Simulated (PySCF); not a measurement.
**Computed spin Hamiltonian**

Compound: C6H6F3O (doublet state).
Z-matrix (Å and degrees, GFN2-xTB geometry), rows numbered from 1:
```
C 
C   1  1.3328
O   2  1.3446  1  121.45
C   3  1.3422  2  120.75  1  -175.71
C   4  1.4903  3  116.40  2  -165.00
C   5  1.5045  4  107.79  3    88.09
F   6  1.3488  5  115.18  4    78.39
C   6  1.3296  5  125.84  4   -94.60
F   8  1.3299  6  122.92  5    -7.93
F   8  1.3279  6  126.30  5   173.37
H   1  1.0721  2  120.71  3  -179.80
H   1  1.0743  2  120.96  3    -0.25
H   2  1.0859  1  122.40  3  -179.79
H   4  1.0809  3  118.73  2    -7.68
H   5  1.0907  4  110.50  3  -153.26
H   5  1.0893  4  109.88  3   -31.14
```

The hyperfine couplings belong to this conformer and change with its torsions.

Identity: `C=CO[CH]CC(F)=C(F)F` [radical].

The calculation used UKS B3LYP, pcH-1 on C F H O, non-relativistic, mean-field spin-orbit, GIAO (PySCF). The structure is a single GFN2-xTB conformer in the gas phase; no vibrational or solvent corrections. A GFN2-xTB geometry isn't a minimum of the functional, and hyperfine couplings can be far from their values at a DFT geometry. The SCF solution wasn't tested for stability.

```
g1, g2, g3        : 2.00218, 2.00321, 2.00390
g_iso             : 2.00310
Form of g         : rhombic: the two nearest values differ by 40 % of g3 − g1
⟨S²⟩              : 0.7552 (exact 0.7500)
α and β electrons : 39, 38
Total energy      : -606.89776 Eh
Basis functions   : 310
```

Hyperfine couplings atom by atom, in G; T1 to T3 are the principal values of the dipolar part (MHz turned into gauss with g_iso; 10 G = 1 mT):

| atom | isotope | a_iso | T1 | T2 | T3 | Mulliken spin population |
| --- | --- | --- | --- | --- | --- | --- |
| C1 | 13C | 2.8 | -3.1 | -2.7 | 5.7 | 0.11 |
| C2 | 13C | -3.0 | -2.9 | 0.7 | 2.2 | -0.06 |
| O3 | 17O | -7.4 | -19.1 | 9.1 | 9.9 | 0.09 |
| C4 | 13C | 46.0 | -27.0 | -26.4 | 53.4 | 0.88 |
| C5 | 13C | -6.0 | -0.6 | -0.2 | 0.9 | -0.06 |
| C6 | 13C | 23.0 | -2.7 | -1.1 | 3.9 | 0.02 |
| F7 | 19F | 1.2 | -3.0 | -0.1 | 3.2 | 0.00 |
| C8 | 13C | 2.9 | -1.8 | -1.4 | 3.2 | 0.04 |
| F9 | 19F | 2.5 | -4.9 | -3.4 | 8.2 | 0.00 |
| F10 | 19F | 7.8 | -5.8 | -5.0 | 10.7 | 0.00 |
| H11 | 1H | -2.7 | -1.6 | -0.2 | 1.8 | -0.01 |
| H12 | 1H | -2.4 | -0.8 | -0.4 | 1.2 | 0.00 |
| H13 | 1H | 0.7 | -1.4 | -1.3 | 2.7 | 0.00 |
| H14 | 1H | -17.4 | -12.4 | -0.3 | 12.7 | -0.04 |
| H15 | 1H | 9.3 | -1.9 | -1.5 | 3.4 | 0.01 |
| H16 | 1H | 7.4 | -1.8 | -1.4 | 3.2 | 0.01 |

Largest spin populations (Mulliken): C4 (+0.88), C1 (+0.11), O3 (+0.09) and C5 (-0.06). No atom but C4 exceeds +0.15. The angles at C4 add up to 355.9°, so it is nearly planar; its axial dipolar tensor and the negative coupling of its proton fit spin in a p orbital normal to that plane.

Axes: g3 points within 11° of the C1–H11 bond.

Under fast tumbling the dipolar parts average out, and these isotropic splittings remain (the largest six): 1 × 1H (H14, I = 1/2, 2 lines) with 1.74 mT, 2 × 1H (H15/H16, I = 1/2, 3 lines) with 0.83 mT, 1 × 19F (F10, I = 1/2, 2 lines) with 0.78 mT, 1 × 1H (H11, I = 1/2, 2 lines) with 0.27 mT, 1 × 19F (F9, I = 1/2, 2 lines) with 0.25 mT and 1 × 1H (H12, I = 1/2, 2 lines) with 0.24 mT.

Means are taken over nuclei equivalent by connectivity, which assumes that they swap fast. The 1H value of +23.4 MHz is a mean of couplings from 20.8 to 26.0 MHz in this one geometry, not an average over conformers.

The 13C coupling of C4 (129.0 MHz) shows only in satellite lines or after enrichment, since that isotope makes up about 1.07 % of natural carbon.

The 17O coupling of O3 (-20.8 MHz) shows only in satellite lines or after enrichment, since that isotope makes up about 0.038 % of natural oxygen.

The spin density at the nucleus, in bohr⁻³, is negative for C5 (-0.0149), H14 (-0.0109) and C2 (-0.0075), for instance. A restricted open-shell determinant has no negative spin density anywhere; here it arises because α and β orbitals differ (spin polarisation).
